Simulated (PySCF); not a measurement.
**Gd³⁹⁺ (gadolinium, charge +39) across methods**

[Ar] 3d7, high-spin 4F determinant. Calculation: PySCF 2.14, in an uncontracted even-tempered set (18 s from 6.9 bohr⁻², ratio 2.5; 13 p from 9 bohr⁻², ratio 2.5; 8 d from 9 bohr⁻², ratio 2.5; 4 f from 38 bohr⁻², ratio 2.7; 3 g from 57 bohr⁻², ratio 2.7); scalar relativity by spin-free X2C-1e.

```json
{"method": "BP86", "E (hartree)": "-10204.17", "mean ε 3p β (eV)": "-3237.9", "mean ε 3d α (eV)": "-2908.7", "mean ε 3d β (eV)": "-2896.2", "Σ⟨r²⟩ (bohr²)": "0.9216", "⟨S²⟩": "3.750"}
{"method": "PBE0", "E (hartree)": "-10202.73", "mean ε 3p β (eV)": "-3252.5", "mean ε 3d α (eV)": "-2924.0", "mean ε 3d β (eV)": "-2909.8", "Σ⟨r²⟩ (bohr²)": "0.9217", "⟨S²⟩": "3.750"}
{"method": "r2SCAN", "E (hartree)": "-10203.25", "mean ε 3p β (eV)": "-3243.2", "mean ε 3d α (eV)": "-2914.0", "mean ε 3d β (eV)": "-2900.6", "Σ⟨r²⟩ (bohr²)": "0.9213", "⟨S²⟩": "3.750"}
{"method": "LDA", "E (hartree)": "-10194.12", "mean ε 3p β (eV)": "-3236.1", "mean ε 3d α (eV)": "-2908.0", "mean ε 3d β (eV)": "-2893.6", "Σ⟨r²⟩ (bohr²)": "0.9225", "⟨S²⟩": "3.750"}
{"method": "PBE", "E (hartree)": "-10202.69", "mean ε 3p β (eV)": "-3237.2", "mean ε 3d α (eV)": "-2908.5", "mean ε 3d β (eV)": "-2895.5", "Σ⟨r²⟩ (bohr²)": "0.9219", "⟨S²⟩": "3.750"}
{"method": "M06-2X", "E (hartree)": "-10204.03", "mean ε 3p β (eV)": "-3267.9", "mean ε 3d α (eV)": "-2940.3", "mean ε 3d β (eV)": "-2922.7", "Σ⟨r²⟩ (bohr²)": "0.9212", "⟨S²⟩": "3.750"}
{"method": "UHF", "E (hartree)": "-10201.51855", "mean ε 3p β (eV)": "-3296.0", "mean ε 3d α (eV)": "-2968.5", "mean ε 3d β (eV)": "-2950.7", "Σ⟨r²⟩ (bohr²)": "0.9211", "⟨S²⟩": "3.750"}
```

Spin-orbit coupling is strong in this species (close to jj coupling), so the high-spin LS determinant is a model state, not a physical level.
